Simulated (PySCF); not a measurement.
H5F3Si3, SMILES [SiH2]([SiH2][SiH](F)F)F, CAM-B3LYP/def2-SVP optimised geometry.

```
11

Si    -1.16    -1.00     0.00
F     -1.58     0.58     0.00
Si     1.18    -1.00     0.00
Si     1.76     0.92    -1.20
F      3.28     0.82    -1.75
F      0.80     0.95    -2.50
H     -1.76    -1.63     1.20
H     -1.71    -1.63    -1.23
H      1.72    -2.21    -0.68
H      1.73    -0.92     1.38
H      1.63     2.21    -0.49
```

Density from CAM-B3LYP/def2-TZVP (PySCF) at that geometry.

Minimum of the electron density along straight lines between bonded atoms, close to the bond critical point (lines longer than 1.1 times the sum of covalent radii, or with two minima, are not listed):

```tsv
bond	length / Å	ρ at the minimum / e bohr⁻³	∇²ρ there / e bohr⁻⁵	position (fraction from the first atom)
Si1–F2	1.631	0.128	0.85	0.42
Si1–Si3	2.345	0.097	-0.18	0.52
Si3–Si4	2.337	0.099	-0.17	0.38
Si4–F5	1.615	0.134	0.90	0.42
Si4–F6	1.617	0.134	0.91	0.42
Si1–H7	1.486	0.125	0.13	0.49
Si1–H8	1.485	0.125	0.13	0.49
Si3–H9	1.489	0.119	0.15	0.49
Si3–H10	1.490	0.119	0.15	0.49
Si4–H11	1.479	0.129	0.11	0.49
```
